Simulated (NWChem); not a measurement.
System: BP3H6; SMILES PB(P)P

NWChem input:

```
start job
memory heap 200 mb stack 900 mb global 1100 mb
geometry units angstroms noautoz
  B     -0.031062     0.000080    -0.038498
  P      1.865957    -0.003057    -0.046929
  H      2.154829    -1.074836     0.844808
  H      2.158372     1.067770     0.844798
  P     -0.972858    -1.644773     0.078309
  H     -0.096418    -2.495493    -0.652143
  H     -1.955476    -1.481158    -0.938779
  P     -0.967417     1.648037     0.078301
  H     -1.950571     1.487666    -0.938786
  H     -0.088170     2.495852    -0.652157
end
basis spherical
  B library aug-cc-pvdz
  P library aug-cc-pvdz
  H library aug-cc-pvdz
end
dft
  xc pbe0
  iterations 150
  mulliken
end
task dft energy
```

The geometry was optimised at PBE0/def2-SVP.

### Question
What results follow from this input? (PBE0/aug-cc-pVDZ.) Quantities: basis functions; energy (Ha); highest occupied level (eV); orbital gap (eV); dipole (D).

### Answer
```yaml
number_of_basis_functions: 158
energy (Ha): -1052.09
highest occupied level (eV): -7.23
orbital gap (eV): 5.37
dipole (D): 0.65
```
